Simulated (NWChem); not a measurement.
System: C5H9O, doublet; SMILES CC(C)(C)[C]=O

All runs: NWChem. Spin-unrestricted. Spin-contaminated determinants: UHF/STO-3G (<S²> = 1.11). No stability test was run on the SCF state. B3LYP is NWChem's, with the RPA form of VWN correlation. Each level has its own optimisation. Brackets give each atom's bonded neighbours. One conformer.

| level | r C–H (Å) | r C–C [C(CCCC)–C(CO)] (Å) | r C–O (Å) | dipole (D) |
|---|---|---|---|---|
| B3LYP/3-21G | 1.095 | 1.542 | 1.208 | 2.56 |
| UHF/STO-3G | 1.086 | 1.552 | 1.241 | 1.60 |
| PBE-D3(BJ)/def2-SVP | 1.109 | 1.541 | 1.193 | 2.37 |
